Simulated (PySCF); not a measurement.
Compound: C6H7ClP2.
Numbering: `[CH3:1][c:2]1[cH:3][p:4][c:5]([Cl:6])[c:7]([CH3:8])[p:9]1`

Structure used (GFN2-xTB), in Å, numbered top down from 1:
```
atom  x, y, z in Å
C1    -2.7792   -0.6008    0.3333
C2    -1.4103   -0.0122    0.1143
C3    -1.3136    1.3427   -0.1010
P4     0.0773    2.3349   -0.3877
C5     1.3686    1.1618   -0.3166
Cl6    2.9255    1.9167   -0.5771
C7     1.3438   -0.1933   -0.0910
C8     2.6307   -0.9684   -0.0649
P9    -0.0937   -1.1592    0.1786
H10   -3.4522   -0.3203   -0.4760
H11   -2.7294   -1.6873    0.3865
H12   -3.2061   -0.2298    1.2653
H13   -2.2463    1.9006   -0.1008
H14    2.4344   -2.0240    0.1160
H15    3.1594   -0.8624   -1.0118
H16    3.2835   -0.5902    0.7215
```

Definitions: NICS(0) = −σiso at the ring centroid; NICS(1) = −σiso and NICS(1)zz = −σzz at ±1 Å along the ring normal z. Level: GIAO PBE0/pcSseg-1 (PySCF, non-relativistic, gas phase) on the GFN2-xTB geometry, one conformer.

Ring bond lengths (Å), with Mayer bond orders in brackets: C2–C3 1.375 (1.45), C3–P4 1.732 (1.33), P4–C5 1.746 (1.22), C5–C7 1.374 (1.41), C7–P9 1.753 (1.26), P9–C2 1.747 (1.28).

Task: What do the NICS probes read (ppm)?

Result: 
| ring | type | NICS(0) | NICS(1), two faces | NICS(1)zz, two faces | rms pucker (Å) | centre to ring atoms, mean (Å) |
| --- | --- | --- | --- | --- | --- | --- |
| C2–C3–P4–C5–C7–P9 | 6-membered ring with 2 P; formal bonds all aromatic | -6.5 | -9.4 / -9.4 | -21.7 / -21.7 | 0.00 | 1.61 |

Task: What do they say, and how far can they be read as aromaticity?

Result: 
- C2–C3–P4–C5–C7–P9: mean NICS(1)zz -21.7 ppm, shielded.

Task: How equal are the bonds by HOMA? HOMA = 1 − mean of α(R − Ropt)² over the ring bonds, with Krygowski's 1993 parameters (CC: Ropt 1.388 Å, α 257.7 Å⁻²; CP: Ropt 1.698 Å, α 118.91 Å⁻²).

Result: 
- C2–C3–P4–C5–C7–P9: HOMA 0.81; the largest term is that of C7–P9, α(R − Ropt)² = 0.36.

Task: What field does 14.1 T along the ring normal induce along that normal at the first NICS(1) probe listed for ring C2–C3–P4–C5–C7–P9, 1 Å off the ring?

Result: NICSzz × B0 = -21.7 ppm × 14.1 T = -306 μT, against the applied field.

Task: What are the shieldings of the ring atoms and their hydrogens in the same run (means over atoms taken as equivalent)?

Result: 
| atoms | environment | σ isotropic (ppm) | principal values of the symmetric part, first atom (ppm) |
| --- | --- | --- | --- |
| C2 | substituted aromatic carbon | 4.8 | -159.4, -3.5, 177.1 |
| C3 | aromatic CH carbon | 17.9 | -139.3, 37.5, 155.7 |
| P4 | phosphorus bonded to 2 C | 63.5 | -233.7, -16.9, 440.9 |
| C5 | aromatic C–Cl carbon | 7.7 | -138.9, 53.7, 108.4 |
| C7 | substituted aromatic carbon | 8.3 | -137.9, -6.0, 168.9 |
| P9 | phosphorus bonded to 2 C | 54.8 | -212.9, -29.2, 406.6 |
| H13 | aromatic hydrogen | 22.42 | 19.2, 19.7, 28.4 |
